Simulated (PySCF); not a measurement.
Excitation energy of B²⁺ by level of theory

B²⁺ [He] 2s1 (2S) → B²⁺ [He] 2p1 (2P), as a difference of total energies. Computed with PySCF 2.14 in dyall-av2z (11s7p2d, 42 functions), with the non-relativistic Hamiltonian (point nucleus). The calculations carry no spin-orbit coupling.

| method | excitation energy (eV) |
| --- | --- |
| UHF | 6.038 |
| LDA | 5.349 |
| PBE | 5.285 |
| PBE0 | 5.473 |
| r2SCAN | 5.376 |
| LC-wPBE | 5.488 |
| BHandHLYP | 5.632 |
| PBEsol | 5.316 |
| TPSSh | 5.396 |
